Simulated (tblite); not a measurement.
Record of a relaxation.

C5H11FGeS2.
Numbering: `[CH3:1][CH2:2][C@@H:3]([F:4])[C@@H:5]1[CH2:6][S:7][GeH2:8][S:9]1` (hydrogens: H10, H11, H12 on C1; H13, H14 on C2; H15 on C3; H16 on C5; H17, H18 on C6; H19, H20 on Ge8)

Computed with GFN2-xTB (tblite), gas phase: L-BFGS steps from a force-field or distance-geometry start until the largest atomic force falls under 0.01 eV/Å. 9 of its 80 geometries are shown.

Step 0: E = -802.8905 eV, largest atomic force 2.372 eV/Å
```
atom  x, y, z in Å  |  force x, y, z in eV/Å
C1     -2.669    0.315    0.176   -2.071   0.974   0.625
C2     -1.688   -0.690   -0.273   -0.532  -1.553  -1.320
C3     -0.417   -0.814    0.500   -0.909  -1.203   1.631
F4      0.347   -1.796   -0.085    0.115  -0.286   0.172
C5      0.359    0.421    0.752    0.051   1.420   0.672
C6      0.835    1.164   -0.461    1.218   0.989   0.545
S7      1.806    0.021   -1.491    0.486   0.274  -0.871
Ge8     3.298   -0.433    0.144   -1.030   0.233  -0.525
S9      1.819   -0.010    1.763    0.518   0.003   0.850
H10    -3.196   -0.043    1.096    0.351   0.403  -0.678
H11    -2.280    1.313    0.393    0.158  -0.228  -0.108
H12    -3.435    0.444   -0.633    0.494  -0.109   0.814
H13    -1.460   -0.531   -1.327    0.256   0.052  -0.125
H14    -2.217   -1.689   -0.222    0.652   0.712  -0.158
H15    -0.699   -1.210    1.518    0.333   0.006  -0.452
H16    -0.217    1.121    1.433    0.409  -0.736  -0.677
H17     0.073    1.724   -1.004   -0.007  -0.547  -0.177
H18     1.578    1.922   -0.084   -0.624  -0.266  -0.402
H19     3.776   -1.868    0.111    0.102   0.137   0.007
H20     4.382    0.649    0.051    0.030  -0.275   0.177
```

Step 10: E = -803.4519 eV, largest atomic force 0.222 eV/Å
```
atom  x, y, z in Å  |  force x, y, z in eV/Å
C1     -2.712    0.323    0.180    0.148  -0.011   0.026
C2     -1.696   -0.712   -0.295    0.017   0.079  -0.105
C3     -0.438   -0.849    0.569   -0.095   0.087  -0.066
F4      0.364   -1.832   -0.002   -0.051   0.106   0.115
C5      0.397    0.424    0.779   -0.036  -0.142  -0.013
C6      0.882    1.177   -0.445   -0.131  -0.055  -0.107
S7      1.874    0.162   -1.598    0.041  -0.058  -0.046
Ge8     3.183   -0.429    0.088   -0.043  -0.072  -0.053
S9      1.858    0.013    1.814    0.053   0.002   0.190
H10    -3.195    0.004    1.097    0.026  -0.041   0.147
H11    -2.245    1.286    0.356    0.045   0.088   0.002
H12    -3.488    0.467   -0.567    0.035  -0.098  -0.062
H13    -1.391   -0.497   -1.317    0.113   0.122  -0.107
H14    -2.176   -1.691   -0.313   -0.001  -0.107   0.003
H15    -0.712   -1.234    1.559    0.058  -0.013   0.071
H16    -0.192    1.106    1.395   -0.036   0.032   0.039
H17     0.058    1.579   -1.024   -0.180   0.023  -0.087
H18     1.524    1.994   -0.120   -0.096   0.168   0.042
H19     3.756   -1.817    0.088   -0.053  -0.189  -0.072
H20     4.345    0.536    0.115    0.189   0.080   0.084
```

Step 20: E = -803.5613 eV, largest atomic force 0.181 eV/Å
```
atom  x, y, z in Å  |  force x, y, z in eV/Å
C1     -2.654    0.315    0.187    0.050   0.000   0.035
C2     -1.626   -0.682   -0.324    0.045  -0.056  -0.071
C3     -0.430   -0.843    0.612    0.015   0.038  -0.068
F4      0.394   -1.843    0.108    0.016   0.089   0.004
C5      0.390    0.438    0.794    0.015  -0.040   0.009
C6      0.782    1.183   -0.471   -0.019   0.003  -0.017
S7      1.915    0.270   -1.584    0.035  -0.032   0.014
Ge8     3.174   -0.467    0.085    0.040  -0.032   0.048
S9      1.873    0.053    1.811    0.014   0.096   0.061
H10    -3.049    0.011    1.149   -0.049  -0.091   0.091
H11    -2.209    1.297    0.307   -0.030   0.132  -0.053
H12    -3.476    0.388   -0.518   -0.035   0.012  -0.010
H13    -1.269   -0.378   -1.307    0.070   0.013  -0.066
H14    -2.085   -1.659   -0.452   -0.071  -0.148   0.077
H15    -0.744   -1.197    1.605    0.012   0.010  -0.090
H16    -0.194    1.125    1.413   -0.005  -0.033   0.048
H17    -0.088    1.414   -1.080   -0.076   0.009   0.006
H18     1.260    2.122   -0.197    0.083   0.046   0.041
H19     3.601   -1.924   -0.041   -0.123   0.098   0.000
H20     4.430    0.388    0.260    0.010  -0.115  -0.059
```

Step 30: E = -803.6023 eV, largest atomic force 0.168 eV/Å
```
atom  x, y, z in Å  |  force x, y, z in eV/Å
C1     -2.634    0.295    0.177   -0.004   0.031   0.059
C2     -1.592   -0.685   -0.348   -0.013  -0.063  -0.022
C3     -0.397   -0.829    0.593    0.025   0.072   0.067
F4      0.473   -1.795    0.102   -0.088   0.009  -0.010
C5      0.389    0.464    0.807    0.063   0.091   0.082
C6      0.757    1.211   -0.463    0.027   0.032   0.069
S7      1.932    0.328   -1.562   -0.058   0.052  -0.023
Ge8     3.140   -0.467    0.116    0.122  -0.051   0.023
S9      1.881    0.165    1.841    0.029  -0.071  -0.134
H10    -2.977   -0.013    1.161   -0.019  -0.028   0.044
H11    -2.231    1.300    0.264    0.037   0.070  -0.028
H12    -3.498    0.341   -0.481    0.080  -0.095  -0.043
H13    -1.238   -0.398   -1.336    0.005   0.052  -0.079
H14    -2.049   -1.667   -0.447   -0.035  -0.164   0.001
H15    -0.740   -1.197    1.568    0.104  -0.069   0.031
H16    -0.210    1.124    1.439   -0.093   0.041  -0.053
H17    -0.136    1.397   -1.054    0.024   0.075  -0.093
H18     1.216    2.164   -0.206    0.004   0.084   0.048
H19     3.403   -1.951   -0.058   -0.086  -0.002   0.073
H20     4.506    0.222    0.247   -0.125  -0.066  -0.011
```

Step 40: E = -803.6550 eV, largest atomic force 0.114 eV/Å
```
atom  x, y, z in Å  |  force x, y, z in eV/Å
C1     -2.615    0.249    0.175   -0.056   0.036  -0.003
C2     -1.560   -0.719   -0.341   -0.019   0.005  -0.020
C3     -0.352   -0.803    0.584    0.027   0.013   0.030
F4      0.541   -1.731    0.055   -0.003  -0.035  -0.014
C5      0.382    0.520    0.805    0.058   0.048   0.041
C6      0.751    1.301   -0.444   -0.008   0.015   0.001
S7      1.949    0.455   -1.551   -0.005   0.028  -0.036
Ge8     3.076   -0.512    0.100    0.022  -0.019   0.110
S9      1.885    0.245    1.827    0.030  -0.034  -0.037
H10    -2.923   -0.018    1.183   -0.003   0.000  -0.025
H11    -2.240    1.269    0.187   -0.008   0.015   0.021
H12    -3.488    0.226   -0.472   -0.015  -0.045   0.015
H13    -1.228   -0.426   -1.336    0.026  -0.002  -0.050
H14    -1.986   -1.721   -0.421    0.007  -0.016   0.018
H15    -0.640   -1.213    1.560    0.016   0.027   0.030
H16    -0.250    1.158    1.429   -0.025  -0.028  -0.001
H17    -0.128    1.489   -1.058    0.009   0.039  -0.012
H18     1.188    2.257   -0.149   -0.005  -0.041  -0.030
H19     3.123   -2.023    0.015    0.009   0.009  -0.039
H20     4.508    0.007    0.212   -0.057  -0.015   0.000
```

Step 49: E = -803.6584 eV, largest atomic force 0.041 eV/Å
```
atom  x, y, z in Å  |  force x, y, z in eV/Å
C1     -2.620    0.246    0.171   -0.022  -0.001   0.007
C2     -1.556   -0.716   -0.340   -0.019   0.000   0.003
C3     -0.346   -0.796    0.585   -0.004  -0.009   0.000
F4      0.539   -1.732    0.057    0.022  -0.008  -0.007
C5      0.388    0.526    0.804   -0.004   0.017   0.002
C6      0.754    1.309   -0.445    0.014   0.018   0.000
S7      1.957    0.465   -1.547   -0.022   0.000  -0.035
Ge8     3.069   -0.523    0.105   -0.006   0.007   0.035
S9      1.886    0.244    1.829    0.021  -0.016  -0.015
H10    -2.924   -0.021    1.180    0.006  -0.010   0.008
H11    -2.257    1.272    0.183   -0.013  -0.007  -0.014
H12    -3.496    0.205   -0.470    0.003  -0.010  -0.015
H13    -1.221   -0.431   -1.339   -0.003   0.008   0.010
H14    -1.976   -1.722   -0.413    0.001  -0.002   0.003
H15    -0.627   -1.199    1.567   -0.026   0.006   0.008
H16    -0.253    1.154    1.429    0.003   0.030   0.006
H17    -0.125    1.506   -1.058    0.021  -0.013   0.003
H18     1.194    2.263   -0.153    0.007   0.002   0.014
H19     3.112   -2.032   -0.004    0.003  -0.007  -0.020
H20     4.495   -0.006    0.218    0.017  -0.002   0.009
```

Step 59: E = -803.6605 eV, largest atomic force 0.025 eV/Å
```
atom  x, y, z in Å  |  force x, y, z in eV/Å
C1     -2.634    0.235    0.168   -0.004  -0.001   0.005
C2     -1.557   -0.715   -0.337   -0.004   0.005  -0.004
C3     -0.348   -0.784    0.591   -0.010  -0.010  -0.007
F4      0.539   -1.723    0.069   -0.006  -0.012   0.004
C5      0.394    0.536    0.807   -0.021  -0.003  -0.013
C6      0.767    1.316   -0.442    0.007  -0.001  -0.011
S7      1.959    0.464   -1.550    0.001   0.007  -0.007
Ge8     3.069   -0.531    0.101    0.001   0.005   0.010
S9      1.891    0.236    1.828    0.014  -0.004  -0.005
H10    -2.932   -0.029    1.180   -0.004  -0.002   0.009
H11    -2.289    1.266    0.169   -0.006   0.000  -0.004
H12    -3.509    0.171   -0.474   -0.002   0.000  -0.002
H13    -1.223   -0.426   -1.335    0.000   0.000  -0.001
H14    -1.966   -1.725   -0.407    0.017   0.003  -0.010
H15    -0.634   -1.181    1.573    0.001   0.008   0.009
H16    -0.241    1.173    1.428   -0.002   0.004   0.020
H17    -0.110    1.519   -1.056    0.005   0.004   0.010
H18     1.215    2.266   -0.146    0.004   0.000  -0.006
H19     3.110   -2.038   -0.043    0.000   0.001   0.010
H20     4.497   -0.021    0.234    0.009  -0.003  -0.008
```

Step 69: E = -803.6610 eV, largest atomic force 0.017 eV/Å
```
atom  x, y, z in Å  |  force x, y, z in eV/Å
C1     -2.641    0.230    0.167    0.007  -0.004   0.000
C2     -1.557   -0.713   -0.338    0.009   0.006  -0.002
C3     -0.350   -0.781    0.593   -0.002  -0.002  -0.005
F4      0.534   -1.726    0.076    0.002   0.004   0.006
C5      0.396    0.538    0.806   -0.015  -0.005  -0.007
C6      0.770    1.319   -0.441    0.008  -0.011  -0.007
S7      1.960    0.466   -1.550    0.001  -0.005  -0.003
Ge8     3.072   -0.531    0.099   -0.006  -0.002   0.002
S9      1.894    0.235    1.826    0.011  -0.001   0.005
H10    -2.935   -0.033    1.181   -0.005  -0.005   0.003
H11    -2.302    1.263    0.164    0.000   0.002   0.002
H12    -3.517    0.160   -0.473   -0.003  -0.006   0.000
H13    -1.223   -0.419   -1.334    0.004   0.005  -0.002
H14    -1.958   -1.726   -0.415    0.000   0.011   0.001
H15    -0.639   -1.171    1.577    0.002   0.000  -0.004
H16    -0.236    1.175    1.431   -0.004   0.009   0.005
H17    -0.106    1.526   -1.053    0.001   0.002   0.003
H18     1.223    2.266   -0.146   -0.004   0.003   0.005
H19     3.106   -2.038   -0.041    0.002   0.000   0.005
H20     4.504   -0.029    0.229   -0.008   0.000  -0.007
```

Step 79: E = -803.6613 eV, largest atomic force 0.009 eV/Å
```
atom  x, y, z in Å  |  force x, y, z in eV/Å
C1     -2.645    0.225    0.167    0.004  -0.006  -0.002
C2     -1.553   -0.707   -0.341    0.004  -0.001   0.000
C3     -0.350   -0.776    0.595   -0.003   0.001  -0.002
F4      0.533   -1.726    0.086   -0.003   0.008   0.000
C5      0.397    0.541    0.808   -0.007  -0.005  -0.003
C6      0.773    1.319   -0.441    0.004  -0.006  -0.001
S7      1.957    0.460   -1.552   -0.003  -0.007  -0.001
Ge8     3.070   -0.536    0.098   -0.004   0.000   0.002
S9      1.897    0.237    1.826    0.006   0.000   0.000
H10    -2.935   -0.045    1.181   -0.002  -0.001   0.002
H11    -2.318    1.261    0.167    0.005  -0.004   0.003
H12    -3.520    0.146   -0.472   -0.005   0.004  -0.002
H13    -1.217   -0.404   -1.334    0.002   0.005   0.002
H14    -1.950   -1.721   -0.427    0.003  -0.002   0.000
H15    -0.647   -1.164    1.579    0.004   0.001  -0.001
H16    -0.232    1.181    1.432   -0.002  -0.001   0.000
H17    -0.103    1.530   -1.052   -0.002   0.005   0.005
H18     1.229    2.265   -0.144    0.003   0.006  -0.005
H19     3.105   -2.043   -0.032   -0.003   0.000  -0.001
H20     4.502   -0.032    0.215    0.001   0.002   0.003
```

**Question.** Summarise the path.

**Answer.** The energy falls by 17.77 kcal/mol from step 0 to step 79; nine tenths of that is first reached at step 26. It falls at every step. The largest force goes from 2.372 to 0.009 eV/Å. Among the bonds C3–C5 changes most (a near tie, within 0.001 Å, with another), from 1.481 to 1.530 Å; the atoms move by 0.339 Å rms after alignment.

What follows is the cost of the whole relaxation. The run took 1.4 s on one thread of an Arm Neoverse N1, no GPU, shared host with 64 logical CPUs at a one-minute load of 60.
